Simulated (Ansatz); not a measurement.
Relaxation of CH$_{4}$F$_{2}$OTi (9 atoms, charge 0, multiplicity 1), to a largest force component of 0.03 eV/Å in at most 50 steps.

The calculation used Ansatz, UKS PBE0-D4/def2-SVP.

```xyz
9
Properties=species:S:1:pos:R:3:forces:R:3
Ti -1.458 -1.500 -0.253 0.12 0.09 0.14
C 1.071 1.096 0.222 0.09 0.14 -0.33
O -0.979 -1.286 1.242 -0.12 -0.14 0.09
H 0.517 0.381 0.825 -0.12 -0.19 0.31
F -2.597 -0.279 -0.824 -0.10 0.08 -0.08
F -0.324 -2.422 -1.245 0.06 -0.08 -0.11
H 0.894 2.110 0.593 -0.02 0.08 0.03
H 0.735 1.036 -0.824 0.02 0.05 -0.06
H 2.141 0.865 0.265 0.08 -0.02 0.00
```

Question: Where does it end, and by what steps?

Answer: It converged. After 16 steps the energy has fallen by 0.534 eV; H9 moved furthest, 1.22 Å. Joined: Ti1–C2 (3.66 → 2.43 Å), Ti1–H4 (2.93 → 2.24 Å).

```csv
step,energy less start (eV),largest force component (eV/Å),accepted
0,0.0000,0.330,yes
1,-0.0311,1.012,yes
2,-0.0510,2.595,yes
3,-0.2024,1.667,yes
4,-0.3266,0.678,yes
5,-0.4287,0.538,yes
6,-0.4546,0.271,yes
7,-0.4613,0.079,yes
8,-0.4695,0.080,yes
9,-0.4782,0.323,yes
10,-0.4875,0.415,yes
11,-0.5169,0.139,yes
12,-0.5295,0.140,yes
13,-0.5299,0.569,yes
14,-0.5342,0.037,yes
15,-0.5343,0.033,yes
16,-0.5345,0.003,yes
```

```xyz
9
Properties=species:S:1:pos:R:3
Ti -0.765 -0.961 -0.161
C 0.734 0.923 0.170
O -1.221 -1.448 1.282
H 0.354 0.496 1.121
F -2.083 -0.196 -1.073
F 0.314 -2.122 -0.965
H 1.384 1.751 0.476
H -0.071 1.349 -0.453
H 1.355 0.208 -0.396
```

Whether the end is a true minimum wasn't checked by a vibrational analysis.

Time of the run: 92 s on 4 threads of Arm Neoverse N1, on a shared host, peak memory 0.36 GiB.
